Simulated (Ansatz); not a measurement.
H3SeSn, SMILES `[SeH][SnH2]` radical: the same geometry under several functionals.

```yaml
crystal:
  periodic: [false, false, false]
  atoms:
    - {symbol: Se, position_ang: [1.009193, -0.943497, 1.084381]}
    - {symbol: Sn, position_ang: [0.052547, 0.453966, -0.809941]}
    - {symbol: H, position_ang: [0.054268, -2.031308, 0.835039]}
    - {symbol: H, position_ang: [-1.669116, 0.397176, -0.687441]}
    - {symbol: H, position_ang: [0.603010, 2.049965, -0.463337]}
basis:
  gaussian: {orbitals: def2-TZVPP}
magnetization: {spin_polarized: true, initial_magnetization: 1}
hamiltonian: {xc: {name: r2SCANh}, dispersion: d4}
output: {orbitals: {seedname: orbitals}}
```

```sh
$ ansatz run in.yaml --threads 2 --pin off --events-out ev --progress --plain
```

Shortened log:

```
Functional definition: r2SCANh
970 factors; their error is unknown
mean field evaluation 1: about -71230.4606 eV, gradient 9.7e0 eV
mean field evaluation 2: about -71230.5957 eV, gradient 9.0e0 eV
mean field evaluation 4: about -71231.0334 eV, gradient 6.9e-1 eV
mean field evaluation 8: about -71231.2122 eV, gradient 5.0e-2 eV
mean field evaluation 16: about -71231.2122 eV, gradient 1.0e-4 eV
mean field -71231.21223029 eV, -2617.6987672133 hartree, gradient 4.2e-5 eV, S^2 0.755207; 0 other end points of the search recorded, 0 dependent functions left out
reference -71231.21224606 eV, -2617.6987677931 hartree; 30, 29 occupied and 110, 111 virtual orbitals, 970 factors
Total energy: -71231.23524612 eV, -2617.6996130297 hartree
```

Run time 3.5 s (2 threads of a server CPU on a shared host); peak host memory 0.48 GiB.

With the line `hamiltonian: {xc: {name: BHLYP}, dispersion: d4}` (abridged; 2.5 s):

```
Functional definition: BHLYP
mean field evaluation 16: about -71227.3767 eV, gradient 2.6e-4 eV
mean field -71227.37669223 eV, -2617.5578137894 hartree, gradient 4.8e-5 eV, S^2 0.755744
Total energy: -71227.53914208 eV, -2617.5637837114 hartree
```

With the line `hamiltonian: {xc: {name: B3LYP}, dispersion: d4}` and forces (abridged; 2.8 s):

```
Functional definition: B3LYP
mean field evaluation 16: about -71232.8138 eV, gradient 2.8e-4 eV
mean field -71232.81381196 eV, -2617.7576242542 hartree, gradient 2.6e-5 eV, S^2 0.753046
Total energy: -71232.97990650 eV, -2617.7637281160 hartree
Atom 0 force     0.133944    -0.119757     0.228334 eV/Å
Atom 1 force    -0.014247     0.055561    -0.301496 eV/Å
Atom 2 force    -0.029783    -0.048668     0.006432 eV/Å
Atom 3 force    -0.110850     0.009213     0.024981 eV/Å
Atom 4 force     0.020936     0.103651     0.041749 eV/Å
Dipole moment:    -0.105337    -0.016892    -0.196053 e Å
```

Changing it to `hamiltonian: {xc: hse06, dispersion: d4}` (abridged; 2.5 s):

```
Functional definition: HSE06
mean field evaluation 16: about -71222.1086 eV, gradient 5.5e-5 eV
mean field -71222.10861097 eV, -2617.3642153741 hartree, gradient 5.5e-5 eV, S^2 0.753524
Total energy: -71222.18977447 eV, -2617.3671980775 hartree
```

Changing it to `hamiltonian: {xc: {name: wB97M-V}}` and forces (abridged; 8 s):

```
Functional definition: wB97M-V
mean field evaluation 16: about -71224.3605 eV, gradient 5.5e-4 eV
mean field -71224.36049209 eV, -2617.4469704789 hartree, gradient 3.6e-5 eV, S^2 0.753896
Total energy: -71224.36054147 eV, -2617.4469722937 hartree
Atom 0 force    -0.112471    -0.024786    -0.104552 eV/Å
Atom 1 force    -0.055051     0.061298     0.146969 eV/Å
Atom 2 force     0.071326     0.080216     0.015316 eV/Å
Atom 3 force     0.135221     0.000979    -0.017201 eV/Å
Atom 4 force    -0.039025    -0.117707    -0.040532 eV/Å
Dipole moment:    -0.126343     0.012788    -0.240134 e Å
```

With the line `hamiltonian: {xc: lda}` (abridged; 1 s):

```
Functional definition: SPW92
mean field evaluation 16: about -71126.6071 eV, gradient 8.2e-5 eV
mean field -71126.60707198 eV, -2613.8545985493 hartree, gradient 3.3e-5 eV, S^2 0.750958; 1 other end points of the search recorded, 0 dependent functions left out
Total energy: -71126.60711210 eV, -2613.8546000237 hartree
```

B3LYP takes the VWN-RPA correlation (the form of Gaussian; ORCA's B3LYP/G).

HSE06 is the plane-wave form, built on full-range PBE exchange.
